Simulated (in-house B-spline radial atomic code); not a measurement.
Radial electron density of Ta3+, [Kr] 4d10 4f14 5s2 5p5 5d2 9f1. Computed with an all-electron radial atomic-structure program (B-spline basis): Dirac-Hartree-Fock, average of configuration, Fermi nucleus of rms radius 5.3507 fm.

Columns: r (bohr), 4πr²n(r) (electrons per bohr), bar.

```
 0.00061    3.366 #
0.000797    5.163 ##
 0.00104    7.831 ###
 0.00136    11.78 ####
 0.00177    17.34 ######
 0.00232    25.31 ########
 0.00303    35.86 ############
 0.00395    49.13 ################
 0.00516    64.76 #####################
 0.00674       81 ###########################
  0.0088     94.8 ###############################
  0.0115    102.5 ##################################
   0.015    101.7 ##################################
  0.0196    94.95 ###############################
  0.0256    91.11 ##############################
  0.0334    100.1 #################################
  0.0437    120.7 ########################################
   0.057    133.1 ############################################
  0.0745    121.2 ########################################
  0.0973    103.4 ##################################
   0.127    110.6 #####################################
   0.166    121.2 ########################################
   0.217    93.28 ###############################
   0.283    62.36 #####################
   0.369    68.94 #######################
   0.483    70.19 #######################
    0.63    44.61 ###############
   0.823    23.19 ########
    1.07    14.45 #####
     1.4    8.255 ###
    1.83    3.287 #
    2.39      0.9 
    3.13   0.1646 
    4.08  0.01565 
    5.33  0.02217 
    6.96 0.003568 
    9.09  0.02586 
    11.9 0.0008846 
    15.5  0.04381 
    20.3  0.01206 
    26.4  0.07932 
    34.5  0.00728 
    45.1 2.854e-05 
    58.9 3.117e-09 
    76.9 2.324e-15
```

On this grid the curve has 8 maxima, near 0.0115, 0.057, 0.166, 0.483, 5.33, 9.09, 15.5, 26.4 bohr.

The 9f7/2 radial function P(r) = rR(r), positive near the nucleus, with its small component Q(r) (sign convention: Q ≈ (P' + κP/r)/2c):

```csv
r (bohr),P,Q
0.0437,0.0005376,-3.152e-05
0.0745,0.002783,-0.0001522
0.127,0.01101,-0.0005468
0.217,0.02968,-0.001292
0.369,0.04644,-0.001738
0.63,0.03062,-0.001121
1.07,-0.02718,-0.000118
1.83,-0.1126,0.0006053
3.13,-0.09987,0.0008276
5.33,0.147,-0.0002798
9.09,-0.1607,8.22e-05
15.5,0.2093,-0.0002185
26.4,-0.2817,0.0002119
45.1,-0.005355,7.582e-06
```
